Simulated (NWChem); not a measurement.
Species: GeH$_{3}$O$_{3}$F; SMILES [OH][Ge]([OH])([OH])[F]

```xyz
8

O     -0.9111     1.1211    -1.0167
Ge     0.0076    -0.0112    -0.0065
O     -1.1514    -0.9455     0.9486
O      1.0519    -1.1442    -0.8693
F      1.0603     0.9615     0.9698
H     -0.3701     1.9008    -1.2238
H     -1.9626    -0.4246     1.0704
H      0.6321    -2.0205    -0.8681
```
Atoms are numbered in this order, from 1.

Results from NWChem. Coordinates come from a B3LYP/6-31G* (spherical d) optimisation.

### Question
Among these, which level gives the highest value of “dipole (D)”?
A. TPSS/cc-pVDZ
B. TPSS/aug-cc-pVDZ
C. TPSS/cc-pVTZ

### Answer
A, TPSS/cc-pVDZ. Values: TPSS/aug-cc-pVDZ 1.63; TPSS/cc-pVTZ 1.65; TPSS/cc-pVDZ 1.71
